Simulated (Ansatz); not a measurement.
Reaction (substitution at a C–S bond): `CS[SiH](F)[SiH3]` + `[OH][SnH2][SeH]` → `C[O][SnH2][SeH]` + `F[SiH]([SiH3])S`

Gas-phase electronic energies from Ansatz, PBE0-D4/def2-TZVP geometries. CBS: MP2 limit from def2 TZ/QZ plus the TZ coupled-cluster correction, frozen cores. Functionals use def2-TZVPP. B3LYP here is the variant with VWN-RPA as its local correlation; programs differ in this. def2 core potentials past Kr. For Se, Sn outer-core shells are correlated without core-valence functions, which leaves a few kJ/mol of doubt a bond. Scalar relativity is left out up to krypton. One conformer a species, not always the lowest.

`CS[SiH](F)[SiH3]`:

Cartesian coordinates in Å:
```
C -2.409 -0.813 0.340
S -0.990 0.065 1.064
Si 0.483 -0.252 -0.411
F 1.010 -1.772 -0.419
Si 2.255 1.203 0.063
H -2.600 -0.468 -0.675
H -2.241 -1.889 0.346
H -3.272 -0.583 0.964
H -0.129 -0.050 -1.752
H 3.440 0.847 -0.762
H 2.615 1.117 1.502
H 1.837 2.593 -0.259
```

`[OH][SnH2][SeH]`:

Cartesian coordinates in Å:
```
O 1.539 0.841 0.028
Sn -0.095 0.004 -0.670
Se -1.636 -0.512 1.264
H 1.357 1.488 0.713
H -0.934 1.106 -1.666
H 0.487 -1.391 -1.444
H -0.717 -1.537 1.776
```

`C[O][SnH2][SeH]`:

```xyz
10

C    -1.565   -0.282   -0.438
O    -0.987    0.775    0.284
Sn    0.967    0.913    0.408
Se    1.879   -1.256    1.328
H    -1.309   -0.249   -1.507
H    -1.271   -1.265   -0.047
H    -2.653   -0.199   -0.354
H     1.206    2.173    1.518
H     1.581    1.151   -1.167
H     2.152   -1.759   -0.024
```

`F[SiH]([SiH3])S`:

Z-matrix (Å, degrees):
```
Si
Si 1 2.338
S 1 2.124 2 110.4
F 1 1.604 2 108.5 3 122.6
H 1 1.483 2 114.8 3 -117.4
H 2 1.486 1 111.5 3 -172.7
H 2 1.488 1 108.5 3 -52.2
H 2 1.486 1 108.8 3 66.4
H 3 1.344 1 95.0 2 43.3
```

```csv
level,ΔE (kJ/mol),difference from CCSD(T)/CBS
PBE-D4,44.9,0.4
r2SCAN-D4,44.0,-0.5
PBE0-D4,45.3,0.8
B3LYP-D4,40.7,-3.8
ωB97X-V,41.3,-3.2
ωB97M-V,43.4,-1.1
B2PLYP,42.6,-1.9
PBE,45.0,0.5
r2SCAN,44.1,-0.4
PBE0,45.5,1.0
B3LYP,40.6,-3.9
HF/def2-TZVPP,36.2,-8.3
MP2/def2-TZVPP,47.3,2.8
SCS-MP2/def2-TZVPP,43.3,-1.2
CCSD/def2-TZVPP,40.0,-4.5
CCSD(T)/def2-TZVPP,41.1,-3.4
HF/def2-QZVPP,36.0,-8.5
MP2/def2-QZVPP,49.2,4.7
SCS-MP2/def2-QZVPP,45.4,0.9
HF/CBS(def2),36.0,-8.5
MP2/CBS(def2),50.7,6.2
CCSD/CBS(def2),43.5,-1.0
CCSD(T)/CBS,44.5,0
```

Largest T1 diagnostic among the species: 0.013.

In def2-TZVPP, CCSD(T) changes the Hartree–Fock value by +4.9 kJ/mol (the triples alone add +1.0 kJ/mol) and MP2 by +11.1 kJ/mol.
